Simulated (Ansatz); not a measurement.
Ansatz (a quantum-chemistry and plane-wave program) input:

Ansatz 0.2 input:
```yaml
crystal:
  periodic: [false, false, false]
  atoms:
    - {symbol: K, position_ang: [-0.00000000, -0.00000000, -0.65261744]}
    - {symbol: O, position_ang: [0.00000000, 0.00000000, 1.54996642]}
basis:
  gaussian:
    orbitals: def2-SVPD
magnetization: {spin_polarized: true, initial_magnetization: 1}
correlation: {method: ccsd_t, electrons: outside_noble_gas}
output: {forces: true}
```

**Question.** What final total energy does it print?

**Answer.** -674.02107 Eh (CCSD(T)/def2-SVPD). The basis has 50 functions.
